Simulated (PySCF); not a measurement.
C₉H₇N.
Geometry (PBE0-D3(BJ)/def2-SVP, Å), atoms numbered from 1 in this order:
```xyz
17
C9H7N angstrom
N      4.2957    0.7871   -1.2861
C      3.2182    0.5033   -0.9644
C      1.8852    0.1552   -0.5718
C      1.6940   -0.5604    0.6273
C      0.4182   -0.9271    1.0641
C     -0.6369   -0.5447    0.2492
C     -0.4492    0.1633   -0.9392
C      0.8019    0.5370   -1.3919
C     -1.9295    0.2113   -1.2463
C     -2.1400   -0.5815    0.0894
H      2.5728   -0.8270    1.2178
H      0.2869   -1.4812    1.9962
H      0.9758    1.0907   -2.3166
H     -2.2388   -0.3250   -2.1567
H     -2.3758    1.2176   -1.2648
H     -2.5774   -1.5851   -0.0288
H     -2.7078   -0.0430    0.8642
```

Computed with PySCF at CAM-B3LYP/def2-SVPD, non-relativistic, on one gas-phase PBE0-D3(BJ)/def2-SVP geometry that isn't relaxed in the solvent. The solvent is an IEF-PCM continuum (cavity from Bondi-type radii × 1.2), and excitations are vertical TDDFT with non-equilibrium linear response and a frozen core. The model holds no explicit solvent molecules, cavitation or dispersion.

Gas-phase singlets (H = HOMO, L = LUMO):

```csv
state,E (eV),λ (nm),f,leading configuration
S1,5.108,243,0.041,H→L 31%
S2,5.563,223,0.187,H→L 55%
S3,6.521,190,0.466,H→L+1 49%
S4,6.672,186,0.000,H-2→L 81%
S5,6.710,185,0.618,H-1→L+1 80%
```

What are the lowest 5 singlets in benzene (ε = 2.271)?

```json
{"state": "S1", "E (eV)": "5.081", "λ (nm)": "244", "f": "0.080", "leading configuration": "H→L 40%", "change by rank (eV)": "-0.027"}
{"state": "S2", "E (eV)": "5.473", "λ (nm)": "227", "f": "0.282", "leading configuration": "H→L 50%", "change by rank (eV)": "-0.090"}
{"state": "S3", "E (eV)": "6.339", "λ (nm)": "196", "f": "0.631", "leading configuration": "H→L+1 56%", "change by rank (eV)": "-0.182"}
{"state": "S4", "E (eV)": "6.546", "λ (nm)": "189", "f": "0.728", "leading configuration": "H-1→L+1 86%", "change by rank (eV)": "-0.126"}
{"state": "S5", "E (eV)": "6.724", "λ (nm)": "184", "f": "0.001", "leading configuration": "H-2→L 65%", "change by rank (eV)": "+0.014"}
```

What are the lowest 5 singlets in acetone (ε = 20.49)?

```
state  E (eV)  λ (nm)      f  leading configuration  change by rank (eV)
   S1   5.071     245  0.073                H→L 42%               -0.037
   S2   5.464     227  0.277                H→L 48%               -0.099
   S3   6.365     195  0.608              H→L+1 61%               -0.156
   S4   6.600     188  0.682            H-1→L+1 86%               -0.072
   S5   6.684     186  0.001              H-2→L 71%               -0.026
```

The ground-state energy changes by -0.288 eV from gas to acetone. By how much does the total energy of gas-phase S5 change?

E(S5) = E(S0) + excitation energy, so it changes by -0.288 − 0.110 = -0.398 eV: it is lowered more than the ground state, which is what a red shift means. This is the vertical state, with the slow part of the continuum still set for S0.

How do the frontier levels move from gas to acetone?

```tsv
orbital	gas (eV)	solvent (eV)	change (eV)	Löwdin shares, gas	Löwdin shares, solvent
LUMO+2	1.18	1.43	+0.25	C10 15 %, C9 13 %, C5 9 %, C8 6 %	C2 21 %, C8 11 %, C4 11 %, C5 8 %
LUMO+1	0.19	0.44	+0.25	C4 21 %, C5 18 %, C7 16 %, C8 12 %	C4 20 %, C5 19 %, C7 16 %, C8 13 %
LUMO	-0.41	-0.35	+0.06	C3 16 %, C6 16 %, C8 15 %, N1 11 %	C6 15 %, C3 14 %, C8 14 %, N1 13 %
HOMO	-8.60	-8.48	+0.12	C3 18 %, C6 18 %, C4 13 %, C7 12 %	C3 17 %, C6 17 %, C7 16 %, C4 14 %
HOMO-1	-9.09	-8.88	+0.21	C8 24 %, C5 21 %, C4 14 %, C7 14 %	C8 24 %, C5 23 %, C4 13 %, C7 11 %
HOMO-2	-10.87	-10.65	+0.22	N1 29 %, C2 21 %, C7 7 %, C3 7 %	C6 16 %, C9 15 %, C7 15 %, C10 11 %
HOMO-3	-11.09	-11.05	+0.04	N1 15 %, C10 14 %, C2 13 %, C7 12 %	C10 17 %, C9 14 %, C7 14 %, N1 10 %
```

The HOMO–LUMO gap goes from 8.18 to 8.13 eV. Rows go by rank; for HOMO-3, HOMO-2 and LUMO+2 the atom shares or the degeneracy differ between the runs, so the row needn't follow one orbital.
